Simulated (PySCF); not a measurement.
HNP, SMILES P#[NH+], charge +1. Atoms are numbered in the order given.

```xyz
3

N      0.0000     0.0000     0.9000
P      0.0000     0.0000    -0.5476
H      0.0000     0.0000     1.9143
```
Charge +1, spin multiplicity 1.

Coordinates come from a ωB97X-D3(BJ)/def2-TZVPD optimisation. The isomer is the one that the SMILES or the coordinates give; other isomers of the formula were not compared.

All values below come from B3LYP/pcJ-2 (PySCF).

Isotropic couplings with Fermi-contact, spin-dipole and both spin-orbit terms, one fixed conformer, no vibrational averaging. Isotopes: 14N, 1H, 31P.

Q: Estimate the spin–spin coupling constants. (The exact figures need the calculation; the answer reports its results.)

A: 
```tsv
pair	bonds apart	J (Hz)
N1–P2	1	-7.9
N1–H3	1	91.5
P2–H3	2	40.7
```
